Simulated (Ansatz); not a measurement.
Which method gave which barrier?

Saddle point of BSiH6O2F, closed shell (BH₂O₂F ([OH][B]([OH])[F]) + SiH₄ → BSiH₅O₂ ([OH][B]([OH])[SiH3]) + HF; bonds formed: B1–Si6, F2–H5; bonds broken: B1–F2, H5–Si6), PBE0-D4/def2-TZVP structure:

B1  (-0.198, 0.745, -0.159)
F2  (1.382, 1.117, -0.799)
O3  (-1.131, 0.836, -1.146)
O4  (-0.343, 1.424, 1.021)
H5  (1.070, 0.050, -0.528)
Si6  (0.172, -1.446, 0.158)
H7  (-1.729, 1.576, -1.010)
H8  (0.443, 1.449, 1.570)
H9  (0.429, -2.332, -1.006)
H10  (-1.216, -1.644, 0.642)
H11  (1.122, -1.774, 1.256)
(Å)

Program: Ansatz 0.2.0. Basis: def2-TZVPP, with def2-QZVPP for the basis limit. Cores are frozen in the correlated methods. Extrapolation: Hartree–Fock as exp(−7.88 √X), correlation as X^−2.97. Four methods, as single points on the PBE0-D4 structures, gave these electronic barriers from the start structure: 221.1, 273.8, 333.4, 405.7 kJ/mol.

**Question.** The methods were, in alphabetical order, BHLYP-D4, HF, r2SCAN-D4, SPW92. Which gave which? (A judgement: the text doesn't fix the answer.)

**Answer.** Computed: SPW92 221.1; r2SCAN-D4 273.8; BHLYP-D4 333.4; HF 405.7 kJ/mol. For comparison, CCSD(T) at an estimated basis limit (MP2 extrapolated from triple and quadruple zeta, plus CCSD(T) − MP2 in triple zeta) gives 306.0 kJ/mol.

No T1 diagnostic of these runs exceeds 0.014.

Labels in which every atom is bracketed show which atoms are joined, not bond orders.

For scale, one of the runs: CCSD(T)/def2-TZVPP, 250 basis functions, launched by `ansatz run in.yaml --threads 8 --pin off --events-out ev --progress --plain --max-ram 19148MiB`. Time: 81 s of wall clock on 8 CPU threads of an Arm Neoverse V1; the host was shared. Peak host memory: 5.6 GiB.
